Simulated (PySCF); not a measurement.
A structure optimised at B3LYP-D3(BJ)/def2-SVP, used in a PySCF frequency run:

```
B
O 1 1.3446
C 2 1.4137 1 123.10
H 3 1.1013 2 109.21 1 -120.84
H 3 1.1013 4 108.36 2 118.86
H 3 1.1028 4 109.09 5 118.65
N 1 1.4241 2 118.44 3 180.00
C 7 1.1966 1 171.66 2 180.00
O 8 1.1720 2 164.73 1 180.00
H 1 1.2096 2 121.35 3 0.00
```
Charge 0, spin multiplicity 1.

Q: Write its SMILES, formula and point group.

A: COBN=C=O, C2H4BNO2, Cs

Q: What are its rotational constants (standard atomic weights)?

A: 38.382, 1.2990, 1.2666 GHz
